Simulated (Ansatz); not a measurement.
Calculated with Ansatz (gas phase, PBE0-D4/def2-TZVP geometries, no zero-point term in ΔE). CCSD(T)/CBS adds triple-zeta CCSD(T) − MP2 to the extrapolated MP2 energy (def2 sets, frozen cores). This one scheme is used for every species. DFT in def2-TZVPP. HSE06 is defined as in plane-wave codes. For Ge, Se outer-core shells are correlated without core-valence functions, which leaves a few kJ/mol of doubt a bond. Scalar relativity is left out up to krypton. One conformer a species, not always the lowest.

Reaction (formal hydrolysis of a Ge–Se bond): `C[O][Ge]([O]C)([O]C)[Se]C` + H₂O → `C[O][Ge]([OH])([O]C)[O]C` + `C[SeH]`

`C[O][Ge]([O]C)([O]C)[Se]C`:

Cartesian coordinates in Å:
```
C 0.026 -1.679 -2.127
O 0.595 -0.579 -1.449
Ge -0.176 0.002 0.025
O -1.822 0.564 -0.280
C -2.025 1.566 -1.258
O 0.896 1.333 0.453
C 0.616 2.084 1.615
Se -0.374 -1.614 1.682
C 1.553 -1.978 1.749
H 0.710 -1.962 -2.929
H -0.945 -1.428 -2.569
H -0.113 -2.544 -1.466
H -1.491 2.491 -1.013
H -3.094 1.781 -1.293
H -1.702 1.239 -2.252
H 0.516 1.449 2.503
H 1.451 2.771 1.772
H -0.303 2.672 1.510
H 2.096 -1.079 2.031
H 1.900 -2.347 0.787
H 1.686 -2.744 2.510
```

H₂O:

```xyz
3

O    -0.310   -0.147   -0.184
H     0.591   -0.091   -0.510
H    -0.281    0.238    0.695
```

`C[O][Ge]([OH])([O]C)[O]C`:

Cartesian coordinates in Å:
```
C 1.430 0.548 -1.601
O 0.878 1.049 -0.400
Ge -0.288 0.063 0.464
O -0.682 1.066 1.853
O -1.686 -0.346 -0.512
C -2.455 0.698 -1.076
O 0.351 -1.509 0.907
C 1.521 -1.574 1.698
H 2.128 1.297 -1.980
H 1.977 -0.388 -1.443
H 0.663 0.371 -2.363
H -1.326 0.645 2.428
H -3.264 0.238 -1.647
H -1.864 1.324 -1.754
H -2.895 1.344 -0.308
H 1.381 -1.102 2.676
H 1.755 -2.629 1.852
H 2.377 -1.097 1.205
```

`C[SeH]`:

```xyz
6

C     0.251    0.457    0.161
Se    0.091   -1.220   -0.819
H    -0.516    1.160   -0.156
H     1.232    0.858   -0.090
H     0.198    0.281    1.232
H    -1.256   -1.537   -0.328
```

**Question.** Is it downhill or uphill in electronic energy at CCSD(T)/CBS, and by how much? (An estimate is asked.)

**Answer.** Ansatz gave: Uphill: ΔE = +7.8 kcal/mol.

**Question.** What do these levels give: B97M-V, HSE06-D4, ωB97M-V, PBE-QIDH, HF/def2-SVP, CCSD/def2-SVP? (Best estimate.)

**Answer.** Computed: B97M-V 5.1, HSE06-D4 8.6, ωB97M-V 6.4, PBE-QIDH 6.7, HF/def2-SVP -0.5, CCSD/def2-SVP 2.3 kcal/mol.

Largest T1 diagnostic among the species: 0.012.

In def2-TZVPP, CCSD(T) changes the Hartree–Fock value by +6.5 kcal/mol (the triples alone add +1.1 kcal/mol) and MP2 by +8.4 kcal/mol. The D4 term adds +3.9 kcal/mol with B3LYP and +2.3 kcal/mol with PBE0; it sums over pairs of atoms, weighted by their polarisabilities, and B3LYP, whose exchange is more repulsive, gets the larger term. At CCSD(T), def2-SVP lies −4.7 kcal/mol from the extrapolated value and def2-TZVPP −1.7 kcal/mol.

B3LYP here is the variant with VWN-RPA as its local correlation; programs differ in this.
